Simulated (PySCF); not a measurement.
# Nuclear repulsion and electron count by hand

System: F3Ti (SMILES [F][Ti]([F])[F]), doublet, at a GFN2-xTB geometry (such geometries of metal compounds can be far from the true shape) (the multiplicity is a formal guess). Level: HF/def2-SVP run with PySCF. Sums are taken with unrounded values, so a last digit can differ.

Coordinates (Å):

```
atom         x         y         z
----  --------  --------  --------
Ti1    0.00000   0.00000   0.00000
F2    -1.42869  -0.90304   0.09993
F3    -0.02388   1.54954  -0.68190
F4     1.45257  -0.64650   0.58197
```

Work out the nuclear repulsion energy and the numbers of alpha and beta electrons.

In atomic units each pair adds Z_i Z_j / r_ij, with r in bohr (1 bohr = 0.529177 Å).
| pair | r (Å) | r (bohr) | Z_i Z_j | term (Eh) |
|---|---|---|---|---|
| Ti1-F2 | 1.6931 | 3.1995 | 198 | 61.8844 |
| Ti1-F3 | 1.6931 | 3.1995 | 198 | 61.8844 |
| Ti1-F4 | 1.6931 | 3.1995 | 198 | 61.8844 |
| F2-F3 | 2.9326 | 5.5417 | 81 | 14.6164 |
| F2-F4 | 2.9326 | 5.5417 | 81 | 14.6164 |
| F3-F4 | 2.9326 | 5.5417 | 81 | 14.6164 |
The sum is 229.5024 Eh; PySCF gives 229.5024 Eh. The atomic numbers add up to 49, so at charge +0 there are 49 electrons; multiplicity 2 means 1 unpaired, so 25 alpha and 24 beta.
